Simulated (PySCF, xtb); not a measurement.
H₃NOSe. Atoms are numbered in the order given.

```xyz
6

Se     0.0789    -0.0027     0.3990
O      0.0000     1.4455    -0.7149
H      0.8829     1.5489    -1.0977
N     -0.3656    -1.4229    -0.6302
H      0.3064    -1.6627    -1.3485
H     -1.3119    -1.3980    -0.9903
```
Charge 0, spin multiplicity 1.

Geometry: TPSSh-D3(BJ)/def2-TZVP. Other conformers were not sampled.

Computed with C-PCM-PBE0/def2-SVP (PySCF 2.14.0).

The values are the electrostatic part of the solvation free energy, E(continuum) − E(gas) at the gas-phase geometry, in a cavity of scaled van der Waals radii (PySCF's table); cavitation and dispersion terms are not included. In vacuum the orbital gap is 6.29 eV. The dipole moment in vacuum is 2.10 D.

Computed values in water (ε = 78.36), 2-propanol (ε = 19.26), 1-octanol (ε = 9.86):
```tsv
solvent	ε	ΔG(elec) (kcal/mol)	dipole (D)	gap (eV)
water	78.36	-7.3	2.64	6.36
2-propanol	19.26	-7.0	2.61	6.36
1-octanol	9.86	-6.6	2.58	6.36
```

For comparison, GFN2-xTB/ALPB(water) (xtb, at the GFN2-xTB geometry, all terms of that model) gives -7.5 kcal/mol.
